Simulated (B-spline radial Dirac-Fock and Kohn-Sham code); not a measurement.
What relativity does to the binding energies of Ga⁶⁺

System: Ga⁶⁺ in the configuration [Ar] 3d7.

Both columns are ΔSCF binding energies of the configuration average from an atomic code on a B-spline grid: non-relativistic Hartree-Fock with a point nucleus, and Dirac-Fock with a finite nucleus and the Coulomb interaction alone, averaged over the two j levels with weights 2j+1.

```csv
shell,Hartree-Fock (eV),Dirac-Fock (eV),shift (eV),shift (%)
1s,10387.9,10525.5,+137.59,+1.32
2s,1415.8,1446.2,+30.45,+2.15
2p,1259.4,1266.1,+6.75,+0.54
3s,283.4,288.8,+5.36,+1.89
3p,230.0,231.4,+1.32,+0.58
3d,142.9,142.1,-0.74,-0.52
```

Relativity binds 1s, 2s, 2p, 3s, 3p more strongly, among those listed most of all 2s in relative terms, and 3d more weakly, because the contracted s and p shells screen the nucleus better.

Values without a named source are computed, but for edge energies of neutral atoms, which are taken from tables.
